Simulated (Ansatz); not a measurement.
Molecule: C4H3OSe, net charge 0, doublet state. It need not be the lowest isomer of its formula. 
Coordinates optimised at B3LYP-D3(BJ)/def2-TZVP (Ansatz, a first-principles code):
```
C
C 1 1.3581
O 1 1.3655 2 121.32
H 3 0.9627 1 109.81 2 180.00
H 2 1.0769 1 127.21 3 0.00
C 1 1.4459 2 115.89 5 -180.00
C 6 1.3424 1 111.61 2 0.00
H 6 1.0825 7 125.02 1 180.00
Se 7 1.8525 6 115.82 8 -180.00
```
Charge 0, spin multiplicity 2.

Parts of the frozen-core correlation energy in 6-31G (Ansatz, hartree). Frozen orbitals: 19; correlated occupied orbitals by spin: 16 and 15; virtual: 45 and 46. UHF or UKS for open shells. No spin-orbit coupling. No relativistic terms.

| term | value |
|---|---|
| reference (HF) | -2627.36087 |
| MP2 opposite-spin | -0.34947 |
| MP2 same-spin | -0.12312 |
| CCSD correlation | -0.53131 |
| (T) | -0.01940 |
| T1 diagnostic | 0.044 |
| largest doubles amplitude | 0.081 |
| <S^2> of the reference | 1.275 |
